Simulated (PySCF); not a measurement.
Stepwise substitution at one centre (Si OCH3-SiH3). Gas-phase values, no solvent. One relaxed conformer stands for each flexible species; it need not be the lowest. Strings in code marks are SMILES.

The LUMO from two functionals at the same geometries (B3LYP-D3(BJ)/def2-SVP), both in PySCF: PBE-D3(BJ)/def2-TZVP and B3LYP-D3(BJ)/def2-TZVP. B3LYP has the VWN-RPA correlation part, as in Gaussian. 

| species | PBE-D3(BJ)/def2-TZVP (eV) | B3LYP-D3(BJ)/def2-TZVP (eV) |
|---|---|---|
| 2 of 4 OCH3 replaced by SiH3 (`O([Si]([SiH3])([SiH3])OC)C` (C–O–Si–Si torsion 79°, Si–Si–O–C torsion 178°)) | -1.32 | -0.64 |
| 3 of 4 OCH3 replaced by SiH3 | -1.76 | -1.03 |
| 4 of 4 OCH3 replaced by SiH3 | -1.14 | -0.48 |

Over these rows, drawn at random from the members with no instability flagged (it was tested for open shells, ions and some series alone), PBE minus B3LYP-D3(BJ): mean -0.69 eV, from -0.72 eV to -0.66 eV.
